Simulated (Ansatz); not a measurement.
```yaml
crystal:
  periodic: [false, false, false]
  atoms:
    - {symbol: B, position_ang: [-0.636103, 1.159640, -0.581432]}
    - {symbol: C, position_ang: [-0.035704, -0.272484, -0.508401]}
    - {symbol: C, position_ang: [0.540941, -0.627747, 0.854025]}
    - {symbol: F, position_ang: [-0.942858, -1.268990, -0.879214]}
    - {symbol: H, position_ang: [-1.770901, 1.349280, -0.898075]}
    - {symbol: H, position_ang: [0.082283, 2.079992, -0.319987]}
    - {symbol: H, position_ang: [0.784134, -0.311000, -1.247306]}
    - {symbol: H, position_ang: [0.954336, -1.637585, 0.830794]}
    - {symbol: H, position_ang: [-0.228743, -0.592223, 1.627847]}
    - {symbol: H, position_ang: [1.335615, 0.069917, 1.124748]}
basis:
  gaussian: {orbitals: pcseg-2, final_grid: {core_spheres: 5, valence_spheres: 4, degree: 11}}
hamiltonian: {xc: {name: HF}}
correlation: {method: mp2, frozen_orbitals: {B: 9}}
output: {forces: true}
```

```sh
$ ansatz run in.yaml --threads 2 --pin off --events-out ev --progress --plain --max-ram 4352MiB
```

Output, abridged:

```
Functional definition: HF
Error: "frozen_orbitals" has no count for C
```

In this input frozen orbitals are typed for one element alone, and the program wants a count for each. The program refused the input.
